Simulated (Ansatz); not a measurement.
Basis-set series for C3H7Al (`C[CH]1[CH2][AlH]1`). The species carries charge 0 and has multiplicity 1. The structure was optimised at the PBE0-D4/def2-TZVP level.

```tsv
functional	basis	functions	energy (Eh)	HOMO (eV)	LUMO (eV)
PBE0-D4	def2-SVP	95	-360.46684	-5.66	-1.23
PBE0-D4	def2-TZVPP	233	-360.67996	-5.69	-1.28
ωB97M-V	def2-SVP	95	-360.62871	-7.79	0.43
ωB97M-V	def2-TZVPP	233	-360.84939	-7.83	0.27
```

(1) Give the rows for def2-QZVPP. (Best estimate.)

Answers

(1) The calculation gave: 
```csv
functional,basis,functions,energy (Eh),HOMO (eV),LUMO (eV)
PBE0-D4,def2-QZVPP,451,-360.69412,-5.70,-1.33
ωB97M-V,def2-QZVPP,451,-360.86324,-7.84,0.08
```

Positive LUMOs are unbound and depend on the basis.

All numbers were calculated with Ansatz.
